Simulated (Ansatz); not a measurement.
The multiplicity is imposed and other spin states were not computed.

Calculation: r2SCAN-D4/def2-SVP in Ansatz (a quantum-chemistry and plane-wave program). No frequencies were computed at this level.

Ansatz 0.2 input:
```yaml
crystal:
  periodic: [false, false, false]
  atoms:
    - { symbol: Cu, position_ang: [0.0, 0.0, 0.0] }
    - { symbol: O, position_ang: [-1.61076, -0.969888, 0.391759] }
    - { symbol: H, position_ang: [-2.224779, -1.074306, -0.350793] }
    - { symbol: O, position_ang: [1.610758, 0.969891, -0.391759] }
    - { symbol: H, position_ang: [1.550258, 1.597184, -1.128067] }
basis:
  gaussian: { orbitals: def2-svp }
hamiltonian:
  xc: r2scan
  dispersion: d4
relax:
  max_steps: 150
magnetization:
  spin_polarized: true
  initial_magnetization: 1
```

Output:

```
Functional definition: r2SCAN
786 factors; their error is unknown
mean field evaluation 1: about -48743.0535 eV, gradient 5.4e1 eV
mean field evaluation 2: about -48639.7724 eV, gradient 1.5e2 eV
mean field evaluation 4: about -48749.6129 eV, gradient 3.9e1 eV
mean field evaluation 8: about -48754.7958 eV, gradient 8.5e-1 eV
mean field evaluation 16: about -48754.7744 eV, gradient 2.4e-3 eV
mean field evaluation 32: about -48749.7029 eV, gradient 2.8e1 eV
mean field evaluation 64: about -48753.8427 eV, gradient 6.7e-1 eV
mean field evaluation 96: about -48753.1729 eV, gradient 5.5e0 eV
mean field -48754.77438041 eV, -1791.7049113069 hartree, gradient 2.1e-5 eV, S^2 0.754987; 10 other end points of the search recorded, 0 dependent functions left out
reference -48754.77442079 eV, -1791.7049127911 hartree; 24, 23 occupied and 45, 46 virtual orbitals, 786 factors
relax step   1: F+E_penalty+E_count = -48754.78683690 eV  Δ(F+E_penalty+E_count) = +0.000e0 eV  max|allowed force component| = 1.959e0 eV/Å  Δτ_max = 0.0000 Å  (349 SCF iters, accepted)
these checks for a lower state are left out or cut short: starts, cluster_reference, orbital_swaps, neighbouring_geometries, increment
786 factors; their error is unknown
mean field -48754.97268153 eV, -1791.7121987388 hartree, gradient 1.3e-5 eV, S^2 0.755157; 0 other end points of the search recorded, 0 dependent functions left out
reference -48754.97272335 eV, -1791.7122002757 hartree; 24, 23 occupied and 45, 46 virtual orbitals, 786 factors
relax step   2: F+E_penalty+E_count = -48754.98543713 eV  Δ(F+E_penalty+E_count) = -1.986e-1 eV  max|allowed force component| = 2.096e0 eV/Å  Δτ_max = 0.1922 Å  (47 SCF iters, accepted)
these checks for a lower state are left out or cut short: starts, cluster_reference, orbital_swaps, neighbouring_geometries, increment
786 factors; their error is unknown
mean field evaluation 128: about -48755.1749 eV, gradient 5.0e-5 eV
mean field -48755.17492103 eV, -1791.7196309033 hartree, gradient 1.0e-5 eV, S^2 0.755091; 0 other end points of the search recorded, 0 dependent functions left out
reference -48755.17496335 eV, -1791.7196324586 hartree; 24, 23 occupied and 45, 46 virtual orbitals, 786 factors
relax step   3: F+E_penalty+E_count = -48755.18779720 eV  Δ(F+E_penalty+E_count) = -2.024e-1 eV  max|allowed force component| = 1.115e0 eV/Å  Δτ_max = 0.0808 Å  (43 SCF iters, accepted)
these checks for a lower state are left out or cut short: starts, cluster_reference, orbital_swaps, neighbouring_geometries, increment
786 factors; their error is unknown
mean field -48755.27190789 eV, -1791.7231951047 hartree, gradient 6.8e-6 eV, S^2 0.754869; 0 other end points of the search recorded, 0 dependent functions left out
reference -48755.27194949 eV, -1791.7231966334 hartree; 24, 23 occupied and 45, 46 virtual orbitals, 786 factors
relax step   4: F+E_penalty+E_count = -48755.28498530 eV  Δ(F+E_penalty+E_count) = -9.719e-2 eV  max|allowed force component| = 2.194e-1 eV/Å  Δτ_max = 0.0715 Å  (38 SCF iters, accepted)
these checks for a lower state are left out or cut short: starts, cluster_reference, orbital_swaps, neighbouring_geometries, increment
786 factors; their error is unknown
mean field -48755.27901207 eV, -1791.7234561785 hartree, gradient 2.5e-5 eV, S^2 0.754887; 0 other end points of the search recorded, 0 dependent functions left out
reference -48755.27905381 eV, -1791.7234577125 hartree; 24, 23 occupied and 45, 46 virtual orbitals, 786 factors
relax step   5: F+E_penalty+E_count = -48755.29207327 eV  Δ(F+E_penalty+E_count) = -7.088e-3 eV  max|allowed force component| = 1.760e-2 eV/Å  Δτ_max = 0.0363 Å  (37 SCF iters, accepted)
these checks for a lower state are left out or cut short: starts, cluster_reference, orbital_swaps, neighbouring_geometries, increment
786 factors; their error is unknown
mean field -48755.27903843 eV, -1791.7234571470 hartree, gradient 1.4e-5 eV, S^2 0.754888; 0 other end points of the search recorded, 0 dependent functions left out
reference -48755.27908018 eV, -1791.7234586816 hartree; 24, 23 occupied and 45, 46 virtual orbitals, 786 factors
relax step   6: F+E_penalty+E_count = -48755.29209857 eV  Δ(F+E_penalty+E_count) = -2.529e-5 eV  max|allowed force component| = 2.341e-3 eV/Å  Δτ_max = 0.0021 Å  (31 SCF iters, accepted)
786 factors; their error is unknown
mean field evaluation 160: about -48684.5205 eV, gradient 1.3e2 eV
mean field evaluation 192: about -48754.2491 eV, gradient 7.2e-2 eV
mean field evaluation 224: about -48755.1017 eV, gradient 1.3e0 eV
mean field -48755.27903843 eV, -1791.7234571470 hartree, gradient 1.4e-5 eV, S^2 0.754888; 8 other end points of the search recorded, 0 dependent functions left out
reference -48755.27908018 eV, -1791.7234586816 hartree; 24, 23 occupied and 45, 46 virtual orbitals, 786 factors
Total energy: -48755.29214033 eV, -1791.7239386331 hartree
Atom 0 at    -0.024738     0.019176    -0.054238 Å, force     0.000494    -0.000383     0.001084 eV/Å
Atom 1 at    -1.423873    -0.959174     0.330836 Å, force    -0.000479     0.002341     0.000035 eV/Å
Atom 2 at    -2.131719    -0.940337    -0.330250 Å, force     0.000956    -0.001225    -0.000580 eV/Å
Atom 3 at     1.437918     0.948288    -0.300035 Å, force    -0.000213    -0.001804    -0.001552 eV/Å
Atom 4 at     1.467888     1.454928    -1.125173 Å, force    -0.000758     0.001071     0.001014 eV/Å
Dipole moment:    -0.226334     0.175450    -0.496229 e Å
```

Cost: around 70 core-seconds (rough).
